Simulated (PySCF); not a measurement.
**Two-component Hartree-Fock for Yb⁴¹⁺ (ytterbium, charge +41)**

Start: [Ar] 3d10 4s1; 4s1/2 filled at m_j = +1/2. Calculated with PySCF 2.14 in an uncontracted even-tempered set (16 s from 5 bohr⁻², ratio 2.8; 13 p from 6.5 bohr⁻², ratio 2.8; 8 d from 12 bohr⁻², ratio 2.8; 4 f from 26 bohr⁻², ratio 3): generalised Hartree-Fock with the X2C-1e Hamiltonian and a Gaussian nucleus; one run each with spin-orbit coupling (SO) switched off, then screened by Boettger's factors.

```json
{"spinor shell": "1s1/2", "electrons": "2", "ε, spin-free (eV)": "-63597.0", "ε, screened SO (eV)": "-63582.6", "weight of nominal j (screened SO)": "1.000", "rms radius, screened SO (bohr)": "0.0223"}
{"spinor shell": "2s1/2", "electrons": "2", "ε, spin-free (eV)": "-12484.1", "ε, screened SO (eV)": "-12479.8", "weight of nominal j (screened SO)": "1.000", "rms radius, screened SO (bohr)": "0.0899"}
{"spinor shell": "2p1/2", "electrons": "2", "ε, spin-free (eV)": "-11232.7", "ε, screened SO (eV)": "-11980.2", "weight of nominal j (screened SO)": "1.000", "rms radius, screened SO (bohr)": "0.0766"}
{"spinor shell": "2p3/2", "electrons": "4", "ε, spin-free (eV)": "-11232.7", "ε, screened SO (eV)": "-10923.5", "weight of nominal j (screened SO)": "1.000", "rms radius, screened SO (bohr)": "0.0836"}
{"spinor shell": "3s1/2", "electrons": "2", "ε, spin-free (eV)": "-4243.9", "ε, screened SO (eV)": "-4242.8", "weight of nominal j (screened SO)": "1.000", "rms radius, screened SO (bohr)": "0.228"}
{"spinor shell": "3p1/2", "electrons": "2", "ε, spin-free (eV)": "-3858.1", "ε, screened SO (eV)": "-4026.3", "weight of nominal j (screened SO)": "1.000", "rms radius, screened SO (bohr)": "0.219"}
{"spinor shell": "3d3/2", "electrons": "4", "ε, spin-free (eV)": "-3403.7", "ε, screened SO (eV)": "-3434.6", "weight of nominal j (screened SO)": "1.000", "rms radius, screened SO (bohr)": "0.203"}
{"spinor shell": "3d5/2", "electrons": "6", "ε, spin-free (eV)": "-3403.7", "ε, screened SO (eV)": "-3382.5", "weight of nominal j (screened SO)": "1.000", "rms radius, screened SO (bohr)": "0.207"}
{"spinor shell": "4s1/2", "electrons": "1", "ε, spin-free (eV)": "-2020.3", "ε, screened SO (eV)": "-2020.1", "weight of nominal j (screened SO)": "1.000", "rms radius, screened SO (bohr)": "0.476"}
```

Where does 3p3/2 lie, and what is the 3p spin-orbit splitting (screened SO)?

At -3787.8 eV, 238.47 eV above 3p1/2.

| quantity | spin-free | screened SO |
| --- | --- | --- |
| E (hartree) | -12965.79433 | -12978.48749 |
| M_J | 1/2 | 1/2 |
| ⟨J²⟩ | 0.750 | 0.750 |
| ⟨L²⟩ | 0.000 | 0.048 |
| ⟨S²⟩ | 0.750 | 0.798 |

Each row is a mean over spinors that exchange with the open shell spreads, by up to 5.333 eV (3s1/2).

Breit and QED terms are absent; they matter most for the inner s and p1/2 levels.

Densities and radii are taken from the X2C orbitals without a picture-change correction, which distorts them close to the nucleus.

Without spin-orbit coupling the j labels of p, d and f shells carry no meaning; the spin-free column gives the mean over the occupied spinors of each nl shell.
